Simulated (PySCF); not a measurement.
Computed with B3LYP-D3(BJ)/def2-TZVP in PySCF. All species are isolated molecules in the gas phase. B3LYP has the VWN-RPA correlation part, as in Gaussian. 

Reference species (SMILES): `[CH](F)F` (neutral, multiplicity 2).

The highest occupied spin orbital comes out as -6.66 eV and the dipole moment is 1.37 D.

Changed species: `F[C](F)[GeH3]` (radical fragment; the reference has radical fragment).

Task: Give the shifts of the highest occupied spin orbital and dipole moment.

Result: the highest occupied spin orbital rises by 0.64 eV, to -6.02 eV; the dipole moment rises by 0.39 D, to 1.76 D.
